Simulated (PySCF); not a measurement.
Input of a run (PBE0-D3(BJ)/def2-SVP geometry optimisation, gas phase (PySCF 2.14.0)), started from GFN2-xTB:
```
{"job": {"xc": "PBE0", "basis": "def2-SVP", "d3": "d3bj", "grid": 1, "shake": 0.01, "kind": "geom"}, "charge": 0, "multiplicity": 1}
C     -1.177200     1.406510    -0.550170
C     -0.247190     0.237830    -0.553980
O      0.857210     0.538770     0.189370
Si     2.120460    -0.390400     0.772240
C     -0.961770    -0.995100    -0.001440
F     -1.290100    -0.848950     1.294620
F     -2.085670    -1.248810    -0.656680
F     -0.193260    -2.091420    -0.093290
H     -2.073170     1.224330    -1.144460
H     -1.510670     1.646420     0.475160
H     -0.688740     2.296630    -0.944020
H      0.056280    -0.023670    -1.573860
H      1.598980    -1.269630     1.831530
H      2.655750    -1.184180    -0.298310
H      2.923760     0.684280     1.246050
```

Output (energies in Eh, forces in Eh/bohr):
```
step   0  E = -781.72946568  max force = 0.030986
step   1  E = -781.73725343  max force = 0.003188
step   2  E = -781.73748251  max force = 0.002404
step   3  E = -781.73761734  max force = 0.002773
step   4  E = -781.73794747  max force = 0.003378
step   5  E = -781.73821605  max force = 0.004758
step   6  E = -781.73837691  max force = 0.002772
step   7  E = -781.73845425  max force = 0.000622
step   8  E = -781.73846900  max force = 0.000363
optimisation converged
```

Problem. Summarise the run.

Solution. The energy falls by 5.6 kcal/mol over 9 energy and gradient evaluations, the largest force component goes from 0.0310 to 3.6e-04 Eh/bohr, and the atoms move by 0.300 Å rms after alignment. The bond that changes most is Si4–H15 (oxygen-bound silicon to Si–H hydrogen), which lengthens by 0.066 Å. Bonds longer at the end by more than 0.005 Å: 9 of 14; shorter: 2. Among the angles that change most is O3–Si4–H15, from 97.1° to 106.3°. Among the dihedrals that turn most is C1–C2–O3–Si4, from 169° to -157°. The energy never rose by more than 1e-6 Eh on the way. The first step brought 86 % of the lowering.

Problem. What are the final bond lengths?

Solution. C1–C2 1.513 Å, C2–O3 1.395 Å, O3–Si4 1.677 Å, C2–C5 1.525 Å, C5–F6 1.330 Å, C5–F7 1.336 Å, C5–F8 1.340 Å, C1–H9 1.098 Å, C1–H10 1.099 Å, C1–H11 1.098 Å, C2–H12 1.109 Å, Si4–H13 1.489 Å, Si4–H14 1.497 Å, Si4–H15 1.489 Å. Numbering counts from 1 in the input's order; the species is `C[C@@H](O[SiH3])C(F)(F)F`.

The run used 151 basis functions and 61 SCF cycles in all.

No frequency check. The numbers are those of one conformer.
